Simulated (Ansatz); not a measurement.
Ansatz (a program for electronic structure) input:

Ansatz 0.2 input:
```yaml
crystal:
  periodic: [false, false, false]
  atoms:
    - {symbol: C, position_ang: [-1.97382677, 0.22696237, 0.26162228]}
    - {symbol: C, position_ang: [-1.61087986, -1.08532423, 0.28718664]}
    - {symbol: O, position_ang: [-0.32541753, -1.29716267, 0.12051672]}
    - {symbol: C, position_ang: [0.24870522, -0.03160963, -0.03279016]}
    - {symbol: C, position_ang: [-0.74043031, 0.91008666, 0.05030731]}
    - {symbol: C, position_ang: [1.68065229, 0.02305711, -0.23530564]}
    - {symbol: O, position_ang: [2.29298358, 1.05845570, -0.38058643]}
    - {symbol: H, position_ang: [-2.95910483, 0.64047378, 0.37480889]}
    - {symbol: H, position_ang: [-0.58844774, 1.97354823, -0.03251414]}
    - {symbol: H, position_ang: [2.18170079, -0.96339996, -0.24785964]}
basis:
  gaussian:
    orbitals: cc-pVQZ
hamiltonian:
  xc: pbe
magnetization: {spin_polarized: true, initial_magnetization: 1}
correlation: {method: rpa, electrons: outside_noble_gas}
```

Q: What final total energy does it print?

A: -342.77862 Eh (RPA@PBE/cc-pVQZ). The basis has 475 functions.

It need not be the lowest isomer of its formula.
